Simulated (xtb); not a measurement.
H$_{3}$AlO$_{3}$ (SMILES [OH][Al]([OH])[OH]), singlet, geometry from GFN2-xTB (such geometries of metal compounds can be far from the true shape); GFN2-xTB in xtb 6.7.1.

xtb was given this input:
```
$ xtb mol.xyz --gfn 2 --chrg 0 --uhf 0 --json

# file mol.xyz
7

Al    -0.00000000    -0.00000000    -0.00000000
O     -1.08597176    -1.25217867     0.07815260
H     -1.93325027    -1.43797965    -0.30182312
O     -0.33424217     1.33110871    -0.93264447
H      0.10698534     2.14443421    -1.13414960
O      1.42021393    -0.07893003     0.85449188
H      1.82626493    -0.70645456     1.43597272
```

### Question
What does xtb print? Leave out banner, timings and long lists.

### Answer

```
   ID    Z sym.   atoms
    1   13 Al     1
    2    8 O      2, 4, 6
    3    1 H      3, 5, 7

           -------------------------------------------------
          |                Calculation Setup                |
           -------------------------------------------------

           -------------------------------------------------
          |                 G F N 2 - x T B                 |
           -------------------------------------------------

          ...................................................
          :                      SETUP                      :
          :.................................................:
          :  # basis functions                  25          :
          :  # atomic orbitals                  24          :
          :  # shells                           12          :
          :  # electrons                        24          :
          :  max. iterations                   250          :
          :  Hamiltonian                  GFN2-xTB          :
          :  restarted?                      false          :
          :  GBSA solvation                  false          :
          :  PC potential                    false          :
          :  electronic temp.          300.0000000     K    :
          :  accuracy                    1.0000000          :
          :  -> integral cutoff          0.2500000E+02      :
          :  -> integral neglect         0.1000000E-07      :
          :  -> SCF convergence          0.1000000E-05 Eh   :
          :  -> wf. convergence          0.1000000E-03 e    :
          :  Broyden damping             0.4000000          :
          :  net charge                          0          :
          :  unpaired electrons                  0          :
          ...................................................

 iter      E             dE          RMSdq      gap      omega  full diag
   1    -15.0411078 -0.150411E+02  0.136E+01    6.53       0.0  T
   2    -15.0661124 -0.250046E-01  0.684E+00    6.39       1.0  T
   3    -15.0699813 -0.386885E-02  0.131E+00    5.44       1.0  T
   4    -15.0757709 -0.578963E-02  0.663E-01    5.76       1.0  T
   5    -15.0754370  0.333877E-03  0.288E-01    6.04       1.0  T
   6    -15.0760404 -0.603384E-03  0.164E-01    5.83       1.0  T
   7    -15.0760882 -0.477650E-04  0.107E-01    5.84       1.0  T
   8    -15.0761762 -0.880476E-04  0.198E-03    5.89      19.1  T
   9    -15.0761762 -0.764846E-08  0.120E-03    5.90      31.5  T
  10    -15.0761762  0.769620E-08  0.150E-03    5.90      25.2  T
  11    -15.0761762 -0.117110E-07  0.196E-04    5.90     192.6  T
  12    -15.0761762 -0.948042E-10  0.351E-05    5.90    1075.9  T

   *** convergence criteria satisfied after 12 iterations ***

         :::::::::::::::::::::::::::::::::::::::::::::::::::::
         ::                     SUMMARY                     ::
         :::::::::::::::::::::::::::::::::::::::::::::::::::::
         :: total energy             -14.972411760603 Eh    ::
         :: gradient norm              0.000007245059 Eh/a0 ::
         :: HOMO-LUMO gap              5.895128377451 eV    ::
         ::.................................................::
         :: SCC energy               -15.076174531735 Eh    ::
         :: -> isotropic ES            0.120338499545 Eh    ::
         :: -> anisotropic ES          0.002447907884 Eh    ::
         :: -> anisotropic XC         -0.003024877157 Eh    ::
         :: -> dispersion             -0.002388210489 Eh    ::
         :: repulsion energy           0.103762771132 Eh    ::
         :: add. restraining           0.000000000000 Eh    ::
         :: total charge               0.000000000000 e     ::
         :::::::::::::::::::::::::::::::::::::::::::::::::::::

           -------------------------------------------------
          |                Property Printout                |
           -------------------------------------------------

    * Orbital Energies and Occupations

         #    Occupation            Energy/Eh            Energy/eV
      -------------------------------------------------------------
         1        2.0000           -0.6752910             -18.3756
         2        2.0000           -0.6620003             -18.0139
         3        2.0000           -0.6620003             -18.0139
         4        2.0000           -0.5794692             -15.7682
         5        2.0000           -0.5440335             -14.8039
         6        2.0000           -0.5440335             -14.8039
         7        2.0000           -0.4624882             -12.5849
         8        2.0000           -0.4624882             -12.5849
         9        2.0000           -0.4624262             -12.5833
        10        2.0000           -0.4576573             -12.4535
        11        2.0000           -0.4576573             -12.4535
        12        2.0000           -0.4549849             -12.3808 (HOMO)
        13                         -0.2383429              -6.4856 (LUMO)
        14                         -0.0639987              -1.7415
        15                          0.0415560               1.1308
        16                          0.0415560               1.1308
        17                          0.0658864               1.7929
        18                          0.0658864               1.7929
        19                          0.1014871               2.7616
        20                          0.2118072               5.7636
        21                          0.2118072               5.7636
        22                          0.5838489              15.8873
        23                          0.9964044              27.1135
        24                          0.9964044              27.1135
      -------------------------------------------------------------
                  HL-Gap            0.2166420 Eh            5.8951 eV
             Fermi-level           -0.3466639 Eh           -9.4332 eV

     #   Z          covCN         q      C6AA      α(0)
     1  13 Al       2.214     0.450   123.567    24.885
     2   8 O        1.541    -0.466    22.260     6.365
     3   1 H        0.809     0.316     0.673     1.289
     4   8 O        1.541    -0.466    22.260     6.365
     5   1 H        0.809     0.316     0.673     1.289
     6   8 O        1.541    -0.466    22.260     6.365
     7   1 H        0.809     0.316     0.673     1.289

 Mol. C6AA /au·bohr⁶  :        727.051760
 Mol. C8AA /au·bohr⁸  :      30968.365187
 Mol. α(0) /au        :         47.845004

Wiberg/Mayer (AO) data.
largest (>0.10) Wiberg bond orders for each atom

 ---------------------------------------------------------------------------
     #   Z sym  total        # sym  WBO       # sym  WBO       # sym  WBO
 ---------------------------------------------------------------------------
     1  13 Al   4.035 --     2 O    1.320     6 O    1.320     4 O    1.320
     2   8 O    2.272 --     1 Al   1.320     3 H    0.864
     3   1 H    0.900 --     2 O    0.864
     4   8 O    2.272 --     1 Al   1.320     5 H    0.864
     5   1 H    0.900 --     4 O    0.864
     6   8 O    2.272 --     1 Al   1.320     7 H    0.864
     7   1 H    0.900 --     6 O    0.864
 ---------------------------------------------------------------------------

Topologies differ in total number of bonds
Writing topology from bond orders to xtbtopo.mol

molecular dipole:
                 x           y           z       tot (Debye)
 q only:       -0.000      -0.000      -0.000
   full:       -0.000      -0.000      -0.000       0.000
molecular quadrupole (traceless):
                xx          xy          yy          xz          yz          zz
 q only:        0.627       0.907       0.669       1.627      -1.589      -1.296
  q+dip:        0.864       1.250       0.923       2.244      -2.191      -1.787
   full:        0.387       0.560       0.413       1.004      -0.981      -0.800

           -------------------------------------------------
          | TOTAL ENERGY              -14.972411760603 Eh   |
          | GRADIENT NORM               0.000007245059 Eh/α |
          | HOMO-LUMO GAP               5.895128377451 eV   |
           -------------------------------------------------

normal termination of xtb
```
